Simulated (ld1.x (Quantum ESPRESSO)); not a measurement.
Sb, TM: configuration errors across variants

ld1.x (Quantum ESPRESSO) 7.5 input, shortened:

```
&input
   title='Sb', zed=51., rel=1, dft='PBE', iswitch=3,
   config='[Kr] 4d10 5s2 5p3'
 /
 &inputp
   pseudotype=2, tm=.true., lloc=0,
   nlcc=.true.
 /
3
5P  2  1   3.00   0.00  2.30  2.30  0.0
4D  3  2  10.00   0.00  1.10  1.10  0.0
5S  1  0   2.00   0.00  1.75  1.75  0.0
 &test
   configts(1)='4d10 5s2 5p3'
 /
```

All-electron excitation energies from the reference (eV): (1) 4d10 5s2 5p2 8.317; (2) 4d10 5s2 5p1 24.285; (3) 4d10 5s2 5p0 48.698; (4) 4d10 5s1 5p3 17.049; (5) 4d10 5s0 5p5 16.431; (6) 4d10 5s2 5p2.5 3.262; (7) 4d9 5s2 5p3 40.735.

A true bound ghost makes a file unfit for plane-wave use even where its test errors are small: the radial tests pick states by their node count and pass the ghost by.

Errors AE − PS in meV (a dash: test not solved or not reliable):

| change | (1) | (2) | (3) | (4) | (5) | (6) | (7) | bound ghosts |
| --- | --- | --- | --- | --- | --- | --- | --- | --- |
| base | -1.1 | -3.0 | -12 | -1.5 | -13 | -0.5 | -397 | none |
| wave 5p (bound): rc 2.30 bohr becomes 5p (bound): rc 1.52 bohr | -1.4 | -4.5 | -15 | -5.3 | -28 | -0.6 | -312 | p |
| wave 5p (bound): rc 2.30 bohr becomes 5p (bound): rc 1.68 bohr | -0.5 | -0.1 | -6.0 | -0.6 | -6.8 | -0.4 | -320 | p |
| wave 5p (bound): rc 2.30 bohr becomes 5p (bound): rc 1.92 bohr | -0.9 | – | -11 | -0.5 | -8.0 | -0.4 | -373 | none |
| wave 5p (bound): rc 2.30 bohr becomes 5p (bound): rc 2.20 bohr | -1.1 | -3.0 | -12 | -1.7 | -14 | -0.5 | -399 | none |
| wave 5p (bound): rc 2.30 bohr becomes 5p (bound): rc 2.52 bohr | -1.2 | -3.6 | -16 | -0.4 | -7.8 | -0.5 | -386 | none |
| wave 5p (bound): rc 2.30 bohr becomes 5p (bound): rc 2.74 bohr | -1.3 | -7.0 | -34 | +3.2 | +5.8 | -0.5 | -358 | none |
| wave 5p (bound): rc 2.30 bohr becomes 5p (bound): rc 2.98 bohr | -1.8 | -12 | -60 | +7.4 | +20 | -0.6 | -332 | none |
| wave 5p (bound): rc 2.30 bohr becomes 5p (bound): rc 3.26 bohr | -2.9 | -24 | -114 | +14 | +41 | -0.7 | -295 | none |
| wave 5p (bound): rc 2.30 bohr becomes 5p (bound): rc 3.52 bohr | -4.1 | -36 | -163 | +20 | +55 | – | -270 | none |

Task: Give the same row for: wave 5p (bound): rc 2.30 bohr becomes 5p (bound): rc 2.40 bohr.

Result: -1.1, -3.1, -13, -1.3, -12, -0.5, –; bound ghosts: none.
